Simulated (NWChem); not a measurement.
Molecule: SiH$_{2}$O$_{2}$ICl; SMILES Cl[Si](O)(I)O

```xyz
7

O     -1.2099     1.4444     1.3640
Si    -0.4193     0.9982     0.0042
O     -1.3736     1.3147    -1.2938
Cl     1.3162     2.0748    -0.0311
I      0.1395    -1.3842     0.0108
H     -2.1051     1.1080     1.4780
H     -1.1231     0.9373    -2.1430
```
Atoms are numbered in this order, from 1.

Results from NWChem. Geometry: optimised at PBE0/def2-SVP. def2 effective core potentials on I; no spin-orbit coupling. Level r2SCAN/def2-SVP: energy and gradient on several grids; changes count from the extra-fine grid, which is no exact limit either.

```json
[
 {"grid": "xcoarse", "size of the energy change (μHa)": "5000", "largest change of a gradient component (μHa/bohr)": "600", "time, medium = 1 (rough)": "0.5"},
 {"grid": "coarse", "size of the energy change (μHa)": "100", "largest change of a gradient component (μHa/bohr)": "300", "time, medium = 1 (rough)": "about 1"},
 {"grid": "medium", "size of the energy change (μHa)": "100", "largest change of a gradient component (μHa/bohr)": "80", "time, medium = 1 (rough)": "about 1"},
 {"grid": "fine", "size of the energy change (μHa)": "< 10", "largest change of a gradient component (μHa/bohr)": "50", "time, medium = 1 (rough)": "about 1"},
 {"grid": "xfine", "size of the energy change (μHa)": "< 10", "largest change of a gradient component (μHa/bohr)": "< 30", "time, medium = 1 (rough)": "about 1"}
]
```
